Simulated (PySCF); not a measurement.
PySCF input for Al(GeH3)(Me)2 (C2H9AlGe), SMILES [CH3][Al]([CH3])[GeH3], PBE0/pcSseg-1. The structure is a stationary point at B3LYP-D3(BJ)/def2-SVP.

```python
import numpy as np
from pyscf import gto, scf, dft
from pyscf.prop.nmr import rks as nmr

mol = gto.M(
    atom='''
    Al    0.79329609    0.70736395    0.09064492
    Ge   -1.05661868   -0.94381933   -0.13957862
    H    -0.63245477   -2.41303414    0.11343304
    H    -2.20269219   -0.66418619    0.87058753
    H    -1.73118877   -0.92297750   -1.53575910
    C     0.65210646    2.47091642   -0.76022154
    H     1.55151737    2.68802360   -1.36438754
    H     0.60537059    3.26081497    0.01237966
    H    -0.23002948    2.58754531   -1.40921565
    C     2.36367383    0.22273939    1.16485034
    H     3.11473196    1.02717625    1.22784169
    H     2.86097803   -0.67281892    0.75037453
    H     2.06803429   -0.04599109    2.19510511
    ''',
    basis='pcSseg-1',
    charge=0,
    spin=0,
    max_memory=1600,
    verbose=3,
)
mf = dft.RKS(mol, xc='pbe0')
mf.grids.level = 3
mf.conv_tol = 1e-10
mf.max_cycle = 100
mf.kernel()
n = nmr.NMR(mf)
n.verbose = 2
n.max_cycle_cphf = 60
sigma = n.kernel()
print('atom   isotropic/ppm   span/ppm')
for i, s in enumerate(sigma):
    w = np.linalg.eigvalsh((s + s.T) / 2)
    print(f'{mol.atom_symbol(i):2s}{i + 1:3d} {w.mean():14.3f} {w[2] - w[0]:11.3f}')
```

Output:

```
converged SCF energy = -2400.3495440609
atom   isotropic/ppm   span/ppm
Al  1        216.364     187.774
Ge  2       1750.948      82.180
H   3         28.150      16.976
H   4         28.141      16.348
H   5         28.130      16.937
C   6        185.548      21.575
H   7         31.203      10.691
H   8         31.331      10.394
H   9         30.868      10.498
C  10        185.365      27.574
H  11         31.020      11.289
H  12         31.231      10.240
H  13         31.238      10.099
```

The run converged.

Cost: about 40 core-seconds (a rough figure).
